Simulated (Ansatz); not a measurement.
Consider the formal exchange of groups at a C–Si bond: `OC[SiH2]F` + `C[SiH](F)F` → `C[Si](F)(F)CO` + `F[SiH3]`.

Isolated molecules relaxed with PBE0-D4/def2-TZVP in Ansatz; ΔE leaves out vibrations. CBS: MP2 limit from def2 TZ/QZ plus the TZ coupled-cluster correction, frozen cores. This one scheme is used for every species. DFT in def2-TZVPP. Each species was taken in one conformer, which may not be the lowest.

(1) Is it downhill or uphill in electronic energy at CCSD(T)/CBS, and by how much? (Best estimate.)

(2) What do these levels give: BHLYP-D4, CAM-B3LYP-D4, PBE, PBE0, HF/def2-TZVPP, MP2/def2-TZVPP? (Best estimate.)

(3) What do rigid-rotor, harmonic-oscillator terms from PBE0-D4/def2-TZVP frequencies (298.15 K, 1 bar) make of the CCSD(T)/CBS value? (An estimate is asked.)

Largest T1 diagnostic among the species: 0.011.

Answers

(1) The calculation gave: Downhill: ΔE = -3.4 kJ/mol.

(2) The calculation gave: BHLYP-D4 -5.2, CAM-B3LYP-D4 -4.9, PBE -1.5, PBE0 -2.2, HF/def2-TZVPP -2.5, MP2/def2-TZVPP -4.3 kJ/mol.

(3) Computed: ΔZPE = -1.6 kJ/mol, ΔH = -3.9 kJ/mol, ΔS = -11 J/(mol·K), ΔG = -0.5 kJ/mol.

Leaving LDA and LC-ωPBE aside and taking each functional with its dispersion term where it has one, the values, not all of them listed here, spread over 2.6 kJ/mol, from revPBE-D4 to B2PLYP. At CCSD(T), def2-SVP lies −3.7 kJ/mol from the extrapolated value and def2-TZVPP −1.6 kJ/mol. The D4 term adds −3.4 kJ/mol with B3LYP and −2.1 kJ/mol with PBE0; it sums over pairs of atoms, weighted by their polarisabilities, and B3LYP, whose exchange is more repulsive, gets the larger term.

B3LYP here is the variant with VWN-RPA as its local correlation; programs differ in this.
